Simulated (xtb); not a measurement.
C2H5Se (SMILES CC[Se]), doublet, from a rough starting geometry; GFN2-xTB (xtb).

xtb was given this input:
```
$ xtb mol.xyz --gfn 2 --uhf 1 --opt vtight --json

# file mol.xyz
8

C     -0.80156861     0.18014095     0.00717140
C      0.62728857    -0.31912129     0.01464875
Se     1.94908607     1.02242252    -0.25366033
H     -0.97790773     0.65076496    -1.06638727
H     -1.49565231    -0.57811653     0.20944682
H     -0.94504382     0.94923039     0.73563424
H      0.78343894    -1.16218247    -0.71578065
H      0.77811611    -0.78156590     1.02948522
```

Output, abridged:

```
   ID    Z sym.   atoms
    1    6 C      1, 2
    2   34 Se     3
    3    1 H      4-8

           -------------------------------------------------
          |                Calculation Setup                |
           -------------------------------------------------

           -------------------------------------------------
          |                 G F N 2 - x T B                 |
           -------------------------------------------------

          ...................................................
          :                      SETUP                      :
          :.................................................:
          :  # basis functions                  23          :
          :  # atomic orbitals                  22          :
          :  # shells                           12          :
          :  # electrons                        19          :
          :  max. iterations                   250          :
          :  Hamiltonian                  GFN2-xTB          :
          :  restarted?                      false          :
          :  GBSA solvation                  false          :
          :  PC potential                    false          :
          :  electronic temp.          300.0000000     K    :
          :  accuracy                    1.0000000          :
          :  -> integral cutoff          0.2500000E+02      :
          :  -> integral neglect         0.1000000E-07      :
          :  -> SCF convergence          0.1000000E-05 Eh   :
          :  -> wf. convergence          0.1000000E-03 e    :
          :  Broyden damping             0.4000000          :
          :  net charge                          0          :
          :  unpaired electrons                  1          :
          ...................................................

 iter      E             dE          RMSdq      gap      omega  full diag
   1    -10.0365085 -0.100365E+02  0.383E+00    5.71       0.0  T
   2    -10.0610019 -0.244934E-01  0.363E+00    5.25       1.0  T
   3    -10.0633719 -0.236997E-02  0.178E+00    5.31       1.0  T
   4    -10.0636367 -0.264837E-03  0.881E-01    5.35       1.0  T
   5    -10.0638221 -0.185359E-03  0.288E-01    5.31       1.0  T
   6    -10.0638286 -0.650677E-05  0.158E-01    5.31       1.0  T
   7    -10.0638352 -0.663423E-05  0.668E-02    5.30       1.0  T
   8    -10.0638364 -0.119284E-05  0.221E-02    5.30       1.6  T
   9    -10.0638365 -0.368233E-07  0.543E-03    5.30       6.5  T
[...]
         :: total energy              -9.965140345415 Eh    ::
 * total energy  :    -9.9651403 Eh     change       -0.2245315E-11 Eh
 * total energy  :    -9.9734442 Eh     change       -0.8303891E-02 Eh
 * total energy  :    -9.9743609 Eh     change       -0.9166193E-03 Eh
 * total energy  :    -9.9746048 Eh     change       -0.2439575E-03 Eh
 * total energy  :    -9.9746251 Eh     change       -0.2030270E-04 Eh
 * total energy  :    -9.9746290 Eh     change       -0.3865964E-05 Eh
 * total energy  :    -9.9746298 Eh     change       -0.7898705E-06 Eh
 * total energy  :    -9.9746298 Eh     change       -0.1073751E-07 Eh
   *** GEOMETRY OPTIMIZATION CONVERGED AFTER 8 ITERATIONS ***
         :: total energy              -9.974629782408 Eh    ::
[...]
     1   6 C        3.778    -0.100    22.435     6.748
     2   6 C        3.790    -0.018    20.902     6.511
     3  34 Se       0.994    -0.132   231.087    26.640
     4   1 H        0.925     0.049     2.327     2.385
     5   1 H        0.925     0.044     2.399     2.422
     6   1 H        0.925     0.049     2.327     2.385
     7   1 H        0.925     0.054     2.275     2.359
     8   1 H        0.925     0.054     2.275     2.359

 Mol. C6AA /au·bohr⁶  :       1024.759700
 Mol. C8AA /au·bohr⁸  :      41637.571939
 Mol. α(0) /au        :         51.809449

Wiberg/Mayer (AO) data.
largest (>0.10) Wiberg bond orders for each atom

 ---------------------------------------------------------------------------
     #   Z sym  total        # sym  WBO       # sym  WBO       # sym  WBO
 ---------------------------------------------------------------------------
     1   6 C    3.985 --     2 C    1.027     6 H    0.985     4 H    0.985
                             5 H    0.977
     2   6 C    3.975 --     1 C    1.027     3 Se   1.017     7 H    0.965
                             8 H    0.965
     3  34 Se   1.079 --     2 C    1.017
     4   1 H    0.997 --     1 C    0.985
     5   1 H    0.997 --     1 C    0.977
     6   1 H    0.997 --     1 C    0.985
     7   1 H    0.988 --     2 C    0.965
     8   1 H    0.988 --     2 C    0.965
 ---------------------------------------------------------------------------

Topologies differ in total number of bonds
Writing topology from bond orders to xtbtopo.mol

molecular dipole:
                 x           y           z       tot (Debye)
 q only:       -0.510      -0.374       0.089
   full:       -0.748      -0.631       0.148       2.516
molecular quadrupole (traceless):
                xx          xy          yy          xz          yz          zz
 q only:       -1.504      -1.954       0.449       0.475       0.194       1.055
  q+dip:       -3.637      -3.928       0.633       0.994       0.630       3.004
   full:       -3.182      -3.491       0.618       0.880       0.527       2.564

optimized geometry written to: xtbopt.xyz

           -------------------------------------------------
          | TOTAL ENERGY               -9.974629782408 Eh   |
          | GRADIENT NORM               0.000059322845 Eh/α |
          | HOMO-LUMO GAP               4.890521385777 eV   |
           -------------------------------------------------

normal termination of xtb
```
